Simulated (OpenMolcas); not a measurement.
**Se+: from CASSCF to CASPT2**

```
Program             : OpenMolcas 26.06
Basis               : ANO-RCC-VTZP [6s5p3d1f]
Scalar Hamiltonian  : DKH2, point nucleus
Active space        : 3 electrons in 3 orbitals (4p)
State averaging     : 2S+1 = 4 odd, 1 root; 2S+1 = 2 odd, 8 roots
Spin-orbit coupling : state interaction with AMFI integrals over the reference wave functions, term energies averaged over their components
```

Methods on the same reference wave functions:
A. CASSCF
B. SS-CASPT2, IPEA 0.25 Eh, imaginary shift 0.1 Eh (closed shells correlated: 3d 4s)
C. XMS-CASPT2, IPEA 0.25 Eh, imaginary shift 0.1 Eh (closed shells correlated: 3d 4s)

Energies in cm-1 above 4s2 4p3 4S* 3/2, the measured ground level; measured values from NIST Handbook of Basic Atomic Spectroscopic Data.

| Level | A | B | C | Measured |
| --- | --- | --- | --- | --- |
| 4s2 4p3 4S* 3/2 | 0.0 | 0.0 | 0.0 | 0.0 |
| 4s2 4p3 2D* 3/2 | 17454 | 14300 | 13750 | 13168 |
| 4s2 4p3 2D* 5/2 | 17852 | 14750 | 14220 | 13784 |
| 4s2 4p3 2P* 1/2 | 29530 | 24930 | 23910 | 23038 |
| 4s2 4p3 2P* 3/2 | 30064 | 25540 | 24550 | 23895 |

Deviations, from unrounded energies. A percentage is the sum of absolute deviations over the sum of measured energies, with the sign that they share, or ± where signs differ.

| Against measurement | Levels | A | B | C |
| --- | --- | --- | --- | --- |
| mean absolute deviation (cm-1) | 4 | 5300 | 1400 | 640 |
| other terms of the ground configuration (%) | 4 | +28.4 | +7.6 | +3.4 |

C lies closest to measurement on these levels and A furthest from it. The largest miss of C in the table is 4s2 4p3 2P* 1/2, by +870 cm-1. The ranking rests on the paired levels alone, and a cruder setting can come out closer through cancelling errors.

Between B and C the level of the table that moves most is 4s2 4p3 2P* 1/2, by 1000 cm-1 (lowest in C, highest in B). Moves below CASPT2's spread within the term are not significant.

The mean deviations of B to C differ by less than CASPT2's widest spread within a term (1700 cm-1), so their order carries little weight.

From A to B the spin-free energies of the other terms of 4s2 4p3 shown, above 4S*, scale by factors of 0.82 to 0.84.

The lowest spin-free term lies below A's lowest term by 0.126 hartree in B, 0.126 hartree in C.

CASPT2 does not keep the components of a term degenerate, so their means are used; among the terms shown or strongly mixed into the levels shown the widest spread is 1700 cm-1 (4s2 4p3 2D*, C). With the s shell closed, the reference lacks s² → p² mixing. Without dynamic correlation excited terms often stand tens of per cent too high (terms of higher spin than the ground term too low), and those without a measured partner can miss by more than the paired ones (holds for A). Measured partners are found by configuration, term and J. A level has none where our copy of the source lacks it or the pairing is in doubt (some pairs that miss far off the trend of their configuration count as doubtful), and it then counts in no deviation. Levels of configurations outside the active space are missing.

* marks odd parity.
